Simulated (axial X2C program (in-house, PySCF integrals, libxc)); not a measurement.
Photoelectron levels of InAu by EOM-IP-CCSD

Computed with an in-house all-electron X2C program for linear molecules (integrals from PySCF): two-component X2C with atomic mean-field Coulomb and Gaunt terms, Gaussian nuclei, basis Au dyall-cv3z, In dyall-cv3z with contracted cores.

R = 2.396 Å (0.920 times 2.604 Å, the PBE0 minimum at charge 0 for the lowest determinant).

Vertical ionisation energies of InAu to the states of InAu⁺:

```json
{"Ω of InAu⁺": "1/2", "vertical IE (eV)": "7.630", "above lowest (cm⁻¹)": "0", "ionised spinor": "50% In pσ, 26% Au sσ, 15% In sσ", "one-hole weight": "0.97"}
{"Ω of InAu⁺": "1/2", "vertical IE (eV)": "10.339", "above lowest (cm⁻¹)": "21849", "ionised spinor": "47% Au dσ, 21% In sσ, 15% Au sσ", "one-hole weight": "0.92"}
{"Ω of InAu⁺": "5/2", "vertical IE (eV)": "10.550", "above lowest (cm⁻¹)": "23552", "ionised spinor": "100% Au dδ", "one-hole weight": "0.92"}
```

This point took 17 s on 1 thread of Arm Neoverse V2 (shared host).

Reference electrons by ω block (each with its −ω partner): 1/2: 37, 3/2: 19, 5/2: 7, 7/2: 1. 14 electrons of InAu correlated (inner shells frozen), 92 natural virtual spinors (a truncated set); levels can be off by some tenths of an eV. Roots sought by Ω: (1/2: 4, 3/2: 3, 5/2: 1); the list ends where they run out and leaves out roots under 60 % one-particle weight. The solver can skip a root, and states that need a further excitation, which the method places far too high, are missing though they may lie low or lowest. T1 of the reference 0.026 (Lee–Taylor). Number of frozen shells: Au 5 s, 4 p, 2 d, 1 f; In 4 s, 3 p, 2 d. Large amplitudes in the reference (orbital relaxation or multireference character) lower the reliability.
